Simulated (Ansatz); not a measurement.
FH₆NSSi₂ (`N[SiH2]S[SiH2]F`) at its PBE0-D4/def2-TZVP geometry, where that method's forces vanish. Charge 0, multiplicity 1.

```xyz
11

N    -1.6053   -1.3121   -0.0124
Si   -1.0792    0.1092    0.7714
S    -0.1521    1.6285   -0.4631
Si    1.7515    0.7402   -0.6265
F     2.6836    1.1074    0.6183
H    -2.3566   -1.2781   -0.6830
H    -0.9389   -2.0293   -0.2506
H    -2.2563    0.8088    1.3326
H    -0.0977   -0.2975    1.8033
H     1.6427   -0.7394   -0.6459
H     2.4081    1.2623   -1.8441
```

(1) What forces (eV/Å) does PBE-D4/def2-TZVPP give on these atoms in Ansatz? (An estimate is asked.)

Results:

(1) The calculation gave: 
```
N1  -0.099 -0.084  0.180
Si2  0.071  0.125  0.093
S3  -0.124  0.289 -0.126
Si4 -0.219 -0.127 -0.330
F5   0.389  0.145  0.500
H6  -0.248 -0.001 -0.235
H7   0.216 -0.246 -0.095
H8  -0.134  0.074  0.065
H9   0.093 -0.055  0.121
H10 -0.013 -0.181 -0.015
H11  0.070  0.061 -0.157
```
